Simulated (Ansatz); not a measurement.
AlFH6N2Si, SMILES `N[SiH2][NH][AlH][F]`. Total charge 0; spin multiplicity 1. Geometry: relaxed with PBE0-D4/def2-TZVP. It is one conformer, not always the lowest.

```xyz
11

N    -0.355   -1.889    0.940
Si   -0.231   -0.179    0.935
N    -0.386    0.442   -0.668
Al    0.630    1.561   -1.589
F     2.012    2.137   -0.901
H    -0.799   -2.355    1.714
H     0.339   -2.473    0.505
H    -1.327    0.262    1.843
H     1.062    0.376    1.421
H    -1.212    0.106   -1.151
H     0.266    2.012   -3.049
```

Problem. What is the dipole moment at r2SCAN/def2-TZVPP? (Estimate.)

Solution. Computed: 2.46 D, with components (-1.37, -2.02, -0.32) D in this frame, pointing from negative to positive charge.

Problem. And with PBE, B3LYP, ωB97M-V? (Best estimate.)

Solution. The calculation gave: PBE 2.46 D, B3LYP 2.43 D, ωB97M-V 2.41 D.

Problem. Give the Mulliken charges with r2SCAN, PBE, ωB97M-V in def2-TZVPP. (Estimate.)

Solution. Ansatz gave: 
```json
{"atom": "N1", "r2SCAN": "-0.46", "PBE": "-0.39", "ωB97M-V": "-0.38"}
{"atom": "Si2", "r2SCAN": "0.48", "PBE": "0.34", "ωB97M-V": "0.38"}
{"atom": "N3", "r2SCAN": "-0.41", "PBE": "-0.28", "ωB97M-V": "-0.35"}
{"atom": "Al4", "r2SCAN": "0.65", "PBE": "0.51", "ωB97M-V": "0.58"}
{"atom": "F5", "r2SCAN": "-0.36", "PBE": "-0.32", "ωB97M-V": "-0.35"}
{"atom": "H6", "r2SCAN": "0.16", "PBE": "0.15", "ωB97M-V": "0.12"}
{"atom": "H7", "r2SCAN": "0.15", "PBE": "0.14", "ωB97M-V": "0.11"}
{"atom": "H8", "r2SCAN": "-0.11", "PBE": "-0.09", "ωB97M-V": "-0.06"}
{"atom": "H9", "r2SCAN": "-0.09", "PBE": "-0.08", "ωB97M-V": "-0.05"}
{"atom": "H10", "r2SCAN": "0.13", "PBE": "0.13", "ωB97M-V": "0.10"}
{"atom": "H11", "r2SCAN": "-0.14", "PBE": "-0.11", "ωB97M-V": "-0.10"}
```

B3LYP here is the variant with VWN-RPA as its local correlation; programs differ in this.
